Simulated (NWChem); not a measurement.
Species: HfCl3 cation; SMILES [Hf+]([Cl])([Cl])[Cl]

```xyz
4

Hf     0.0000     0.0000     0.2906
Cl     0.7094    -1.9872    -0.5316
Cl    -2.0757     0.3792    -0.5316
Cl     1.3663     1.6080    -0.5316
```
Atoms are numbered in this order, from 1.

Level: PBE0/def2-SVP with def2 effective core potentials on Hf (NWChem), optimised geometry, unscaled harmonic frequencies. The spin multiplicity was typed, not searched, and may not be the lowest. def2 effective core potentials on Hf; no spin-orbit coupling.

### Question
List the harmonic frequencies with IR intensities, and the thermochemistry.

### Answer
```csv
frequency (cm⁻¹),IR intensity (km/mol)
88,7.2
111,0.6
111,0.6
434,6.5
441,73.8
441,73.8
```

The zero-point energy comes out as 2.3 kcal/mol, the thermal correction to the enthalpy at 298.15 K (with zero-point energy) comes out as 6.6 kcal/mol and the heat capacity Cv is 15.9 cal/(mol K). The entropy at 298.15 K and 1 atm (symmetry number 3) comes out as 82.2 cal/(mol K).

Rigid rotor and harmonic oscillator; modes under 100 cm⁻¹ make the entropy uncertain.
